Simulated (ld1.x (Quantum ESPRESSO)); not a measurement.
bismuth: TM pseudisation with PBEsol, scalar-relativistic reference atom.

Bi, norm-conserving Troullier–Martins (Kleinman–Bylander form), made with ld1.x (Quantum ESPRESSO) 7.5 (PBEsol, scalar-relativistic). Core [Xe] 4f14, reference 5d10 6s2 6p3. Waves: 6s (bound): rc 1.65 bohr; 6p (bound): rc 2.65 bohr; 5d (bound): rc 1.05 bohr. Local part: the d channel. Core correction: a·sin(br)/r model core, default radius (core density twice the valence density).

All-electron outer shells of the reference configuration (PBEsol, scalar-relativistic, ld1.x):

```tsv
shell	level (eV)	outermost node (bohr)	outermost maximum (bohr)
4f	-152.63	–	0.34
5p	-95.82	0.48	0.86
5d	-27.06	0.51	1.03
6s	-14.53	0.98	1.86
6p	-4.60	1.14	2.44
```

What the tests gave:

```
Cutoffs needed           : 80 Ry and 160 Ry (the cutoffs (Ry, on a coarse ladder) from which the occupation-weighted sum of valence levels, in a spherical-Bessel basis at the reference potential, stays within 10 and 1 mRy of its value at 400 Ry)
Ghost test               : ghost states, extra bound levels that the all-electron valence spectrum of the same l lacks: s at -90.9 eV, p at -23.1 eV; a true bound ghost makes a file unfit for plane-wave use (spherical-Bessel basis up to 400 Ry, 20 bohr box)
Largest excitation error : -74 meV (all-electron minus pseudo) for 5d10 6s1 6p0, out of 7 test configurations
```

Generation and tests took about 3.2 s on one core of a shared server CPU.
